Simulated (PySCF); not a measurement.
Numbering as in the mapped SMILES `[CH:1]#[C:2][CH:3]1[CH2:4][CH2:5][CH2:6][CH2:7][CH2:8]1`. Each H is labelled by its parent atom. Ha(C4), Ha(C5), Ha(C6), Ha(C7), Ha(C8) are cis to C2 on the ring; Hb(C4), Hb(C5), Hb(C6), Hb(C7), Hb(C8) are trans to C2 on the ring.

- GFN2-xTB structure
- σ from GIAO-PBE0/pcSseg-1
- program: PySCF 2.14
- isolated molecule, one conformer, non-relativistic Hamiltonian, fast rotation and ring inversion assumed for equivalent nuclei

Shifts are taken against calculated references (same method and geometry level): TMS for $^{13}$C.

Problem. Do the $^{13}$C shifts follow the atomic charges (in e)? Tabulate both.

Solution. 
| atoms | hybridisation | δ (ppm) | σ para (ppm) | Hirshfeld | IAO | Mulliken | ESP-fitted |
| --- | --- | --- | --- | --- | --- | --- | --- |
| C2 | sp | 94.0 | -163 | -0.03 | -0.02 | +0.37 | -0.35 |
| C1 | sp | 74.4 | -146 | -0.13 | -0.27 | -0.45 | -0.32 |
| C4/C8 | sp3 | 37.7 | -97 | -0.06 | -0.25 | -0.15 | -0.25 |
| C3 | sp3 | 31.4 | -91 | -0.01 | -0.12 | -0.33 | +0.59 |
| C5/C7 | sp3 | 30.1 | -89 | -0.07 | -0.26 | -0.21 | -0.05 |
| C6 | sp3 | 29.9 | -90 | -0.07 | -0.26 | -0.23 | -0.02 |

Correlation coefficients of δ with charge over these carbons: Hirshfeld -0.21, IAO +0.55, Mulliken +0.55, ESP-fitted -0.62; with the paramagnetic shielding -1.00. Among the 4 sp3 carbons alone: Hirshfeld -0.10, IAO -0.11, Mulliken +0.56, ESP-fitted -0.44. With so few points, grouped by hybridisation, these coefficients are fragile. Charge is one influence among several: hybridisation and low-lying excitations act through the paramagnetic term.

Shifts are as computed. Against solution values, carbons near 30 ppm lie about +3 ppm off and those near 130 ppm about +5 ppm. Of 1211 compounds with measured shifts, 218 miss one by over three times the rms of a fit or turn the order of signals round; such compounds aren't used in these exercises.
